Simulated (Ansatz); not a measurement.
Species: H$_{3}$ClSi, SMILES `[SiH3]Cl` (charge 0, multiplicity 1).

### Question
Give a relaxed geometry from PBE0-D4/def2-TZVP in Ansatz (a program for electronic structure).

### Answer
the end point of this relaxation (outside a Z-matrix the atoms follow the SMILES, hydrogens last).
Z-matrix (Å, degrees):
```
Si
H 1 1.4807
H 1 1.4807 2 110.41
H 1 1.4807 2 110.41 3 -122.38
Cl 1 2.0537 2 108.51 3 118.81
```
